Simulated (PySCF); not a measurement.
Computed IR spectrum (relative IR intensity) of a molecule C5H7F. Geometry optimised at PBE-D3(BJ)/def2-SVP. Other conformers were not sampled. These are PBE-D3(BJ)/def2-SVP run with PySCF values and carry that method's errors. Frequencies are harmonic and unscaled.

Lines under 2 % of the strongest are left out, and lines within 2 cm⁻¹ are merged.

```csv
ν (cm⁻¹),relative intensity
430,3.7
434,2.6
631,4.2
770,8.4
798,17
895,4.1
961,19
1006,6.6
1046,2.5
1163,2.8
1199,8.3
1297,57
1316,46
1399,4.9
1415,3.7
1419,2.4
1691,100
2963,17
2968,18
2983,16
3042,8.5
3055,27
3165,2.5
```

Problem. Pick the molecule that these values belong to.
A) CC#C[C@@H](C)F
B) C#C[C@H](F)CC
C) C[C@H]1C=C(F)C1
D) FC1CC=CC1

Solution. C, C[C@H]1C=C(F)C1
